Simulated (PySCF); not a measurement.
Radial density of Fe (iron, neutral)

UHF, [Ar] 3d6 4s1 4p1, one real determinant (an excited configuration). Calculation: PySCF 2.14, in x2c-TZVPPall; the spin-free X2C one-electron Hamiltonian (Gaussian nucleus).

```tsv
r (bohr)	4πr²ρ (e/bohr)	4πr²(ρα − ρβ)
0.00101	0.2087	0.0001
0.00170	0.5288	0.0002
0.00286	1.325	0.0005
0.00481	3.207	0.0011
0.00809	7.271	0.0025
0.0136	14.78	0.0049
0.0229	25.02	0.0079
0.0385	31.39	0.0088
0.0647	27.01	0.0103
0.109	25.77	0.0526
0.183	34.97	0.2717
0.308	20.89	1.1837
0.518	14.01	3.1978
0.871	14.64	3.4544
1.47	4.047	1.6140
2.47	1.062	0.8806
4.15	0.4269	0.4196
6.98	0.01789	0.0178
```

Densities and radii are taken from the X2C orbitals without a picture-change correction, which distorts them close to the nucleus.

⟨L²⟩ = 8.06 against 12 for a pure F term, so this real determinant mixes terms.
